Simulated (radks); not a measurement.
Values are calculated unless marked as measured or tabulated.
All-electron atom: the europium ion Eu4+ in [Kr] 4d10 4f5 5s1 5p6 5d1 (not the ground configuration). Level of theory: Dirac Kohn-Sham, PBE, spin-unpolarised, spherical densities, point nucleus; open shells are shared between the two j in proportion to 2j + 1 (a radial shooting solver on a logarithmic mesh with Libxc functionals).

Unscreened Slater integrals over Kohn-Sham orbitals (hartree). Large and small components are both included.

integral            value
F0(5d5/2,5d5/2)   0.46265
F2(5d5/2,5d5/2)   0.24727
F4(5d5/2,5d5/2)   0.16642
F0(5d5/2,5d3/2)   0.46585
F2(5d5/2,5d3/2)   0.24887
G2(5d5/2,5d3/2)   0.24875
G4(5d5/2,5d3/2)   0.16740
F0(5d5/2,4f7/2)   0.57949
F2(5d5/2,4f7/2)   0.16127
F4(5d5/2,4f7/2)  0.081236
G1(5d5/2,4f7/2)  0.070742
G3(5d5/2,4f7/2)  0.060995
G5(5d5/2,4f7/2)  0.047486
F0(5d5/2,4f5/2)   0.58017
F2(5d5/2,4f5/2)   0.16000
F4(5d5/2,4f5/2)  0.080298
G1(5d5/2,4f5/2)  0.069115
G3(5d5/2,4f5/2)  0.059895
G5(5d5/2,4f5/2)  0.046693
F0(5d3/2,5d3/2)   0.46914
F2(5d3/2,5d3/2)   0.25062
F0(5d3/2,4f7/2)   0.58665
F2(5d3/2,4f7/2)   0.16554
G3(5d3/2,4f7/2)  0.063491
G5(5d3/2,4f7/2)  0.049306
F0(5d3/2,4f5/2)   0.58736
F2(5d3/2,4f5/2)   0.16425
G1(5d3/2,4f5/2)  0.072682
G3(5d3/2,4f5/2)  0.062434
F0(4f7/2,4f7/2)    1.1287
F2(4f7/2,4f7/2)   0.54174
F4(4f7/2,4f7/2)   0.34090
F6(4f7/2,4f7/2)   0.24553
F0(4f7/2,4f5/2)    1.1338
F2(4f7/2,4f5/2)   0.54421
F4(4f7/2,4f5/2)   0.34247
G2(4f7/2,4f5/2)   0.54304
G4(4f7/2,4f5/2)   0.34176
G6(4f7/2,4f5/2)   0.24616
F0(4f5/2,4f5/2)    1.1390
F2(4f5/2,4f5/2)   0.54675
F4(4f5/2,4f5/2)   0.34408
